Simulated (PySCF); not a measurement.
One entry of a table of gas-phase calculations, keyed by method.

```json
{
 "formula": "C4H3NO2S",
 "smiles": "O=Cc1cc(S)on1",
 "charge": 0,
 "multiplicity": 1,
 "geometry_level": "GFN2-xTB",
 "atoms_angstrom": [
  ["O", -2.92, -0.237, 0.79],
  ["C", -2.277, -0.008, -0.197],
  ["C", -0.811, 0.035, -0.243],
  ["C", 0.111, -0.175, 0.814],
  ["C", 1.325, -0.014, 0.201],
  ["S", 2.951, -0.109, 0.801],
  ["O", 1.14, 0.265, -1.102],
  ["N", -0.178, 0.294, -1.368],
  ["H", -2.739, 0.195, -1.178],
  ["H", -0.102, -0.401, 1.836],
  ["H", 3.506, 0.159, -0.38]
 ],
 "electronic_structure_code": "PySCF",
 "results": {
  "GFN2-xTB geometry": {
   "point_group": "Cs",
   "rotational_constants_GHz": [5.499, 0.945, 0.807]
  },
  "wB97X-D/def2-SVPD ground state and vertical TDDFT (core frozen in the response)": {
   "dipole_D": 2.65,
   "homo_eV": -9.14,
   "lumo_eV": -0.45,
   "S1_eV": 3.91,
   "strongest_line_of_8_singlets_eV": 6.64,
   "T1_tda_eV": 3.37,
   "polarisability_au": 80.3,
   "r2_bohr2_about_centre_of_nuclear_charge": 1283.5,
   "singlets_eV_and_f": [
    [3.91, 0.0],
    [4.92, 0.055],
    [5.57, 0.0],
    [5.79, 0.003],
    [6.12, 0.217],
    [6.59, 0.02],
    [6.64, 0.491],
    [7.15, 0.0]
   ],
   "triplets_tda_eV": [3.37, 3.6, 4.75]
  }
 }
}
```

No computed singlet falls in the visible range (750 to 380 nm, 1.65 to 3.26 eV); S1 lies 0.65 eV above its blue end. With B = h/(8π²I), that is 505.379 GHz u Å² over I, the principal moments of inertia are 91.9, 534.5 and 626.5 u Å² (most abundant isotopes). The polarisability is 11.90 Å³ as a volume (1 au = 0.148185 Å³), or 1.22 au for each of the 66 electrons.

The values belong to the conformer `[O:1]=[CH:2][c:3]1[cH:4][c:5]([SH:6])[o:7][n:8]1`: O1–C2–C3–C4 0°, H–S6–C5–C4 180°.
